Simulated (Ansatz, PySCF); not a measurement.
Gas-phase reaction (SMILES): [F][Al]([F])[Cl] + N (NH3) → [NH2][Al]([F])[F] + Cl (HCl); ammonia cleaves one Al-Cl bond, a model of a ligand-exchange step.

Geometries: B3LYP-D3(BJ)/def2-TZVP minima from Ansatz (an electronic-structure program), one conformer each, not searched for the lowest. Correlated levels leave the core frozen unless marked. Spin-orbit coupling is left out. No relativistic terms. CBS(X,Y): correlation extrapolated as X^-3; Hartree-Fock from the larger set (for Q and 5 zeta extrapolated as (X+1)exp(-9√X)). Thermal terms are rigid-rotor harmonic-oscillator values from B3LYP-D3(BJ) frequencies (Ansatz or PySCF) at 298.15 K and 1 atm. 1 Eh = 627.5095 kcal/mol.

```tsv
species	E, CCSD(T)/CBS(cc-pV(Q+d)Z,cc-pV(5+d)Z) (Ansatz) (Eh)	E, PBE/def2-TZVPD (Ansatz) (Eh)	H - E (Eh)
[F][Al]([F])[Cl]	-901.60560	-902.14205	0.01240
N (NH3)	-56.50471	-56.51037	0.03799
[NH2][Al]([F])[F]	-497.70886	-498.00151	0.03710
Cl (HCl)	-460.37772	-460.62833	0.01000
```

Q: Work out ΔE and ΔH at 298.15 K at the first level, then ΔH at the second.

A: 
1. ΔE = [(-497.70886) + (-460.37772)] - [(-901.60560) + (-56.50471)] = 0.02373 Eh = 14.9 kcal/mol at CCSD(T)/CBS(cc-pV(Q+d)Z,cc-pV(5+d)Z).
2. The terms H - E add up to -0.00329 Eh, so ΔH = (0.02373 + (-0.00329))×627.5095 = 12.8 kcal/mol.
3. At PBE/def2-TZVPD the same steps give ΔE = 14.2 and ΔH = 12.1 kcal/mol, a shift of -0.7 from the first level.
4. These values are not checked against measurement here, since the tables used lack a sound gas-phase enthalpy of formation for at least one species.
